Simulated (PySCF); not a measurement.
**NaBe⁺: frontier orbitals**

PBE0 at R = 2.963 Å; PySCF, no relativity, basis sets Na cc-pVDZ, Be cc-pVDZ. State: ³Σ⁺ (triplet), unpaired electrons σ ↑↑, a second solution, started from another occupation. Only the outer orbitals are listed, counted within each symmetry.

```
spin  orbital  occ.  ε (eV)  on Na (%)            main shells (%)
   α       1π     1  -38.34        100                   100 Na p
   α       1π     1  -38.34        100                   100 Na p
   α       4σ     1  -38.34        100                   100 Na p
   α       5σ     1  -13.06         17                    80 Be s
   α       6σ     1   -9.35         23  62 Be p, 18 Na s, 15 Be s
   α       2π     0   -6.63         12            88 Be p, 8 Na p
   α       2π     0   -6.63         12            88 Be p, 8 Na p
   α       7σ     0   -5.62         91  79 Na s, 11 Na p, 10 Be p
   β       1π     1  -38.31        100                   100 Na p
   β       1π     1  -38.31        100                   100 Na p
   β       4σ     1  -38.27        100                   100 Na p
   β       5σ     0   -7.34         52  43 Be s, 39 Na s, 11 Na p
   β       6σ     0   -5.02         77  62 Na s, 25 Be s, 14 Na p
   β       2π     0   -3.71         65           63 Na p, 35 Be p
```

Question: Which are the highest filled and the lowest empty level, where do they sit, and how wide is the gap?

Answer: Highest filled α 6σ at -9.35 eV (in %: 62 Be p, 18 Na s, 15 Be s); lowest empty β 5σ at -7.34 eV (in %: 43 Be s, 39 Na s, 11 Na p); the gap at PBE0 is 2.01 eV.

```json
{"bond order (Mayer)": "0.47", "⟨S²⟩": "2.000", "charge on Na (Mulliken, basis-dependent)": "0.60", "charge on Na (Löwdin, basis-dependent)": "0.71", "dipole moment (positive dipole points towards Be; it is taken about the centre of mass and depends on that origin)": "-1.47 D"}
```
